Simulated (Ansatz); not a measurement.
Question: Name a neutral molecule of C, Cl, N, Sn and H with HOMO–LUMO gap (PBE0/def2-TZVPP) between 5.90 and 6.20 eV and LUMO energy (B3LYP/def2-TZVPP) between -1.85 and -1.55 eV (Ansatz, PBE0-D4/def2-TZVP geometry).

Answer: `C[NH][SnH]([Cl])[Cl]` (6.02 eV, -1.66 eV). Other molecules can fit too; these were computed, each in one conformer that needn't be the lowest.

B3LYP here is the variant with VWN-RPA as its local correlation; programs differ in this.
